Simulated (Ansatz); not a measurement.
Ansatz (a program for electronic structure) input (BLYP/def2-TZVPD):

Ansatz 0.2 input:
```yaml
crystal:
  periodic: [false, false, false]
  atoms:
    - {symbol: C, position_ang: [-1.72846588, 0.11532162, 1.53286805]}
    - {symbol: Si, position_ang: [-1.30624808, -0.09494814, -0.27287230]}
    - {symbol: C, position_ang: [-2.53855560, -1.19808587, -1.13565886]}
    - {symbol: C, position_ang: [-1.16762235, 1.56359890, -1.12241389]}
    - {symbol: O, position_ang: [0.16765359, -0.86487694, -0.37557958]}
    - {symbol: Si, position_ang: [1.76423911, -0.66373544, -0.25493197]}
    - {symbol: Cl, position_ang: [2.19905442, 0.87609579, 1.06648301]}
    - {symbol: H, position_ang: [-2.69788056, 0.60457248, 1.65510742]}
    - {symbol: H, position_ang: [-1.77428192, -0.85092315, 2.03988250]}
    - {symbol: H, position_ang: [-0.97654476, 0.72504138, 2.03768097]}
    - {symbol: H, position_ang: [-2.27075119, -1.34097459, -2.18465363]}
    - {symbol: H, position_ang: [-3.54117107, -0.76509669, -1.10103765]}
    - {symbol: H, position_ang: [-2.58131017, -2.18130691, -0.66242083]}
    - {symbol: H, position_ang: [-2.12059717, 2.09758827, -1.09710570]}
    - {symbol: H, position_ang: [-0.42021584, 2.19153681, -0.63259883]}
    - {symbol: H, position_ang: [-0.87824537, 1.44813498, -2.16939809]}
    - {symbol: H, position_ang: [2.38187052, -1.88785927, 0.28167663]}
    - {symbol: H, position_ang: [2.34996249, -0.27876438, -1.55221926]}
basis:
  gaussian:
    orbitals: def2-TZVPD
hamiltonian:
  xc: {name: BLYP}
output: {forces: true}
```

End of the output:

```
Atom 4 at     0.167654    -0.864877    -0.375580 Å, force    -0.087990    -0.318107    -0.081282 eV/Å
Atom 5 at     1.764239    -0.663735    -0.254932 Å, force     0.399081    -0.094126    -0.069857 eV/Å
Atom 6 at     2.199054     0.876096     1.066483 Å, force     0.173870     0.264175     0.243906 eV/Å
Atom 7 at    -2.697881     0.604572     1.655107 Å, force    -0.192740     0.095374     0.049984 eV/Å
Atom 8 at    -1.774282    -0.850923     2.039883 Å, force    -0.019695    -0.183256     0.124848 eV/Å
Atom 9 at    -0.976545     0.725041     2.037681 Å, force     0.118937     0.118361     0.125882 eV/Å
Atom 10 at    -2.270751    -1.340975    -2.184654 Å, force     0.032195    -0.043750    -0.214106 eV/Å
Atom 11 at    -3.541171    -0.765097    -1.101038 Å, force    -0.208402     0.065665    -0.005901 eV/Å
Atom 12 at    -2.581310    -2.181307    -0.662421 Å, force    -0.027221    -0.205477     0.078056 eV/Å
Atom 13 at    -2.120597     2.097588    -1.097106 Å, force    -0.181962     0.127532    -0.009106 eV/Å
Atom 14 at    -0.420216     2.191537    -0.632599 Å, force     0.126731     0.149390     0.072987 eV/Å
Atom 15 at    -0.878245     1.448135    -2.169398 Å, force     0.050525     0.004399    -0.215037 eV/Å
Atom 16 at     2.381871    -1.887859     0.281677 Å, force     0.073664    -0.147876     0.052434 eV/Å
Atom 17 at     2.349962    -0.278764    -1.552219 Å, force     0.079518     0.032467    -0.154119 eV/Å
Dipole moment:    -0.292751    -0.069908    -0.152536 e Å
```
